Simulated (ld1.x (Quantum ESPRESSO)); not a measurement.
## nitrogen: excitation energies, all-electron against PAW

* Element: nitrogen (N)
* Generator: ld1.x (Quantum ESPRESSO) 7.5
* Type: PAW
* Functional: PBEsol
* Relativity: scalar-relativistic
* Frozen core: [He]
* Valence charge: 5
* Reference configuration: 2s2 2p3
* Partial waves: 2s (bound): rcut 0.90, rcutus 1.20 bohr; 2s channel at -0.5 Ry: rcut 0.90, rcutus 1.20 bohr; 2p (bound): rcut 2.05, rcutus 2.45 bohr; 2p channel at 2.15 Ry: rcut 2.05, rcutus 2.45 bohr; 3d channel at 0.35 Ry: rcut 2.20, rcutus 2.65 bohr; 3d channel at 1.6 Ry: rcut 2.20, rcutus 2.65 bohr
* Local potential: all-electron potential smoothed inside 2.60 bohr (lloc = -2)
* Core correction: a·sin(br)/r model core, default radius (ld1.x builds one for every PAW set, though the input has nlcc=.false.)
* Augmentation charge: PSQ, radius 0.95 bohr

Energies are relative to the spin-unpolarised reference configuration 2s2 2p3; without spin polarisation the order of configurations can differ from experiment.

```csv
valence configuration,charge,ΔE all-electron (eV),error AE − PS (meV)
2s2 2p2,+1,13.521,-0.6
2s2 2p0,+3,89.143,+3.5
2s0 2p5,0,22.896,-1.8
2s2 2p3.3,-0.3,-1.604,-0.5
2s2 2p2.5,+0.5,5.063,-0.7
```

Problem. What are ΔE and the potential's error for 2s2 2p1?

Solution. ΔE = 42.258 eV all-electron; the error (AE − PS) is -2.7 meV.

Problem. What are ΔE and the potential's error for 2s1 2p3?

Solution. ΔE = 25.236 eV all-electron; the error (AE − PS) is -2.4 meV.

Levels in the configuration 2s2 2p2:

| level | all-electron (eV) | pseudo (eV) |
| --- | --- | --- |
| 2s | -32.305 | -32.305 |
| 2p | -20.598 | -20.596 |

ld1.x printed “convergence not achieved” for 1 of the counted tests; its residual had stalled under 1e-8, short of the target of 1e-14.
